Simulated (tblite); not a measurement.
C₃H₈NSi₂ (doublet state).
Atom-mapped SMILES: `[N:1]=[CH:2][CH:3]1[SiH2:4][CH2:5][SiH2:6]1` (hydrogens: H7 on C2; H8 on C3; H9, H10 on Si4; H11, H12 on C5; H13, H14 on Si6)

Structure optimised with GFN2-xTB, isolated species. This method treats the open shell by occupation alone, without spin polarisation.

Q: What internal coordinates does the optimisation give?

A: 
| bond | length (pm) |
| --- | --- |
| N1=C2 | 122.3 |
| C2–C3 | 149.0 |
| C3–Si4, C3–Si6 | 193.6 |
| Si4–C5, C5–Si6 | 191.7 |
| C2–H7 | 110.3 |
| C3–H8 | 109.0 |
| Si4–H9, Si6–H13 | 145.7 |
| Si4–H10, Si6–H14 | 146.6 |
| C5–H11 | 108.6 |
| C5–H12 | 108.7 |

Bonds in one row agree within 1 pm and their mean is given. A selection of angles:
| angle | degrees |
| --- | --- |
| N1–C2–C3 | 128.5 |
| N1–C2–H7 | 119.6 |
| C3–C2–H7 | 111.9 |
| C2–C3–Si4 | 111.9 |
| C2–C3–Si6 | 113.7 |
| C2–C3–H8 | 109.4 |
| Si4–C3–Si6 | 92.0 |
| Si4–C3–H8 | 113.4 |
| Si6–C3–H8 | 115.6 |
| C3–Si4–C5 | 87.4 |
| C3–Si4–H9 | 113.7 |
| C3–Si4–H10 | 111.6 |
| C5–Si4–H9 | 115.9 |
| C5–Si4–H10 | 115.3 |
| H9–Si4–H10 | 110.9 |
| Si4–C5–Si6 | 93.1 |
| Si4–C5–H11 | 113.8 |
| Si4–C5–H12 | 114.6 |
| H11–C5–H12 | 106.7 |
| C5–Si6–H14 | 114.0 |

Dihedral angles: N1–C2–C3–Si4 -74° (synclinal); C2–C3–Si4–C5 117° (anticlinal); C3–Si4–C5–Si6 0° (synperiplanar); Si4–C5–Si6–C3 0° (synperiplanar); C2–C3–Si6–C5 -115° (anticlinal). The mirror-image conformer, all signs reversed, is as good.

C2 (carbon bonded to C, N and H) is planar (angles 128.5°, 119.6° and 111.9°, sum 360.0°, 0.01 Å off the plane of its three neighbours). Si4 (silicon bonded to 2 C and 2 H) has angles from 87.4° to 115.9°. The 4-membered ring C3–Si4–C5–Si6 has internal angles of 87.4° to 93.1° (sum 360°, against 360° for a flat polygon); it is planar, 0.00 Å rms from its mean plane, widest ring torsion 0°. The 4 C–Si bonds span 1.914 Å (Si4–C5, drawn single) to 1.940 Å (C3–Si4, drawn single), a spread of 0.026 Å.

Point group: C1 (no symmetry element, even within 0.4 Å). Its GFN2-xTB frequencies are all real (lowest 35 cm⁻¹).

The numbers are calculated, not measured.
